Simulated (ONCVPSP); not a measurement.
## B (Z = 5): excitation energies, all-electron against ONCV

```
Element                 : B (Z = 5)
Generator               : ONCVPSP 4.0.1
Type                    : optimised norm-conserving Vanderbilt (ONCV)
Functional              : BLYP
Relativity              : scalar-relativistic
Frozen core             : [He]
Valence charge          : 3
Reference configuration : 2s2 2p1
Partial waves           : 2s: rc 1.55 bohr, ncon 4, nbas 9, qcut 5 1/bohr, 2 projectors, debl 2.7 Ha; 2p: rc 2.70 bohr, ncon 5, nbas 8, qcut 4.3 1/bohr, 2 projectors, debl 3.5 Ha; d scattering state at 0.17 Ha: rc 2.55 bohr, ncon 3, nbas 7, qcut 3.9 1/bohr, 1 projector
Local potential         : polynomial inside 1.15 bohr (lpopt 5, dvloc0 2 Ha)
Core correction         : Teter function, fcfact 4, rcfact 1.1
```

Energies are relative to the spin-unpolarised reference configuration 2s2 2p1; without spin polarisation the order of configurations can differ from experiment.

| valence configuration | charge | ΔE all-electron (eV) | error AE − PS (meV) |
| --- | --- | --- | --- |
| 2s1 2p0 | +2 | 33.522 | +234 |
| 2s2 2p0.5 | +0.5 | 2.857 | +8.9 |
| 2s1 2p2 | 0 | 5.783 | -8.6 |

(1) What are ΔE and the potential's error for 2s2 2p0?

Levels in the configuration 2s2 2p0.5:

```tsv
level	all-electron (eV)	pseudo (eV)
2s	-13.999	-13.977
2p	-8.038	-7.991
```

Results:

(1) ΔE = 8.173 eV all-electron; the error (AE − PS) is +64 meV.
